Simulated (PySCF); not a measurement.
GeF⁺ at PBE0

Computed with PBE0; Ge cc-pVDZ-PP with ECP10, F cc-pVDZ; scalar-relativistic core potentials (PySCF 2.14).

```json
{
 "state": "³Π (triplet), unpaired electrons σ ↑, π ↑, a second solution, started from another occupation",
 "bond length": "3.387 bohr",
 "harmonic wavenumber": "489 cm⁻¹",
 "force constant": "2.13 mdyn/Å",
 "rotational constant Be": "0.3471 cm⁻¹",
 "anharmonicity ωexe": "14.3 cm⁻¹",
 "vibration–rotation constant αe": "0.00709 cm⁻¹",
 "energy of the minimum from ground-state Ge⁺ + F": "-0.424 eV",
 "bond order (Mayer)": "1.09",
 "dipole moment (positive dipole points towards F; it is taken about the centre of mass and depends on that origin)": "-2.54 D"
}
```

Spin–orbit coupling is left out. For an ion De counts to the pair picked by the measured ionisation energies or electron affinities, which need not be the lowest pair at this level. Counting both spins, an empty level lies below a filled one in this solution, because spin and occupation are held.
